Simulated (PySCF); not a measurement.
State search for KSi

Unrestricted PBE0; basis K x2c-SVPall, Si x2c-SVPall; spin-free X2C with a Gaussian nucleus; PySCF 2.14. Outer shells of the fragments: K 4s1; Si 3s2 3p2.

Followed along the bond (rough minima from three points):

```csv
2Ms+1,unpaired,⟨S²⟩ at the start,R at minimum (Å),Te (eV)
4,"σ ↑, π ↑↑",3.75,3.07,0.00
2,"σ ↓, π ↑↑",1.76,3.11,0.51
2,"σ ↑, π ↑↓",1.76,3.08,0.52
2,π ↑,0.78,3.34,0.77
2,σ ↑,0.75,3.07,1.39
```

Solutions found at the starting distance of 3.060 Å, counted from the lowest of them; the search is not exhaustive and high or unbound solutions are not listed, so other states can lie among these:

```
2Ms+1   unpaired   term  E (eV)  ⟨S²⟩  ⟨Lz²⟩  μ (D)
    4  σ ↑, π ↑↑    ⁴Σ⁻    0.00  3.75   0.00  -9.37
    2  σ ↓, π ↑↑  mixed    0.51  1.76   0.00  -8.63
    2  σ ↑, π ↑↓  mixed    0.52  1.76   2.02  -9.00
    2        π ↑     ²Π    0.85  0.78   1.01  -6.76
    2        σ ↑  mixed    1.39  0.75   2.00  -8.65
    2        π ↑     ²Π    1.77  0.76   1.02  -9.29
```

A term symbol is given only where ⟨S²⟩ and ⟨Lz²⟩ are close to those of a pure state; real π, δ and φ orbitals otherwise mix terms. A positive dipole means K(−)Si(+).
